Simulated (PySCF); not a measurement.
Distorted geometries of Pb(SiH3)2

Pb(SiH3)2 (singlet). PySCF 2.14.0, RKS PBE0, Pb def2-SVP with ECP60, Si def2-SVP, H def2-SVP; non-relativistic Hamiltonian with scalar-relativistic core potentials where named; density fitting; no spin-orbit coupling. Relaxed geometry:

```xyz
9

Pb    0.0000    0.0000   -0.4801
Si    1.8383    0.0495    1.5459
H     1.4726   -0.8156    2.7157
H     3.2326   -0.3155    1.1309
H     1.8832    1.4685    2.0410
Si   -1.8383   -0.0495    1.5459
H    -1.4726    0.8156    2.7157
H    -3.2326    0.3155    1.1309
H    -1.8832   -1.4685    2.0410
```

Question: Order these distorted geometries by energy above the relaxed one, lowest first.
A.
```xyz
9

Pb   -0.2181   -0.0978   -0.3674
Si    1.7422   -0.0108    1.7919
H     1.4028   -0.7779    2.6189
H     3.6382   -0.2893    1.5267
H     1.8823    1.5532    1.8674
Si   -2.0999   -0.1034    1.2787
H    -1.2581    0.9071    2.4581
H    -3.2427    0.3249    1.1765
H    -1.8468   -1.5060    2.0362
```
B.
```xyz
9

Pb    0.0080    0.0147   -0.5958
Si    1.9020   -0.0652    1.4184
H     1.4685   -0.8595    2.6258
H     3.1120   -0.4537    1.0572
H     2.0002    1.6525    2.1528
Si   -1.8060   -0.0992    1.7434
H    -1.3789    1.0047    2.8290
H    -3.2465    0.2755    1.1843
H    -2.0593   -1.4697    1.9718
```
C.
```xyz
9

Pb   -0.0251    0.1227   -0.4910
Si    2.0198    0.0543    1.6226
H     1.4201   -0.6764    2.5702
H     3.1129   -0.3163    1.1154
H     1.7907    1.4473    2.0344
Si   -2.0099    0.0158    1.6705
H    -1.3949    0.7342    2.6647
H    -3.2037    0.1993    1.1470
H    -1.7098   -1.5809    2.0533
```

Answer: B (1.65 eV), C (2.37 eV), A (4.79 eV).

Question: Which forces (eV/Å) act in the one that lies 4.79 eV up?

Answer: 
```
Pb   2.20  0.05 -1.56
Si   5.90  7.83 -9.94
H   -3.25 -6.91  8.76
H   -3.10  0.15  0.22
H   -0.46 -1.10  0.62
Si   9.15 -2.78  4.81
H   -1.42 -1.20 -1.49
H   -8.32  2.77 -0.74
H   -0.70  1.20 -0.67
```
Forces carry noise of the integration grid, about 0.01 to 0.03 eV/Å.
